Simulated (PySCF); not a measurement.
C₃H₆N₂Si, SMILES C1=NC[SiH2]N=C1. Atoms are numbered in the order given.

```xyz
12

C      1.1609    -1.1874     0.1008
N     -0.0158    -1.6736     0.1618
C     -1.1888    -0.8457    -0.1412
Si    -0.9260     1.0182     0.1244
N      0.8028     1.2519    -0.1882
C      1.5639     0.2305    -0.1841
H      1.9988    -1.8779     0.2935
H     -2.0543    -1.2657     0.3970
H     -1.4212    -1.0096    -1.2116
H     -1.7172     1.8324    -0.8358
H     -1.2168     1.4717     1.5143
H      2.6497     0.3614    -0.3678
```

Coordinates come from a B3LYP-D3(BJ)/def2-SVP optimisation. The structure was generated by enumeration, and PubChem lists no compound with its InChIKey, so it may never have been made. The values are those of a single conformer.

Calculation: PySCF with SMD-M06-2X/def2-SVP.

Solvation free energies are E(SMD) − E(gas) at the gas-phase geometry, for 1 M in both phases. In vacuum the dipole moment is 0.55 D.

Question: Estimate the solvation free energies in water, N,N-dimethylformamide, benzene. (The exact figures need the calculation; the answer reports its results.)

Answer: 
```tsv
solvent	ΔG(solv) (kcal/mol)	its non-electrostatic (CDS) part	dipole (D)
water	-4.9	1.3	0.76
N,N-dimethylformamide	-4.9	1.2	0.76
benzene	-3.3	-0.6	0.62
```
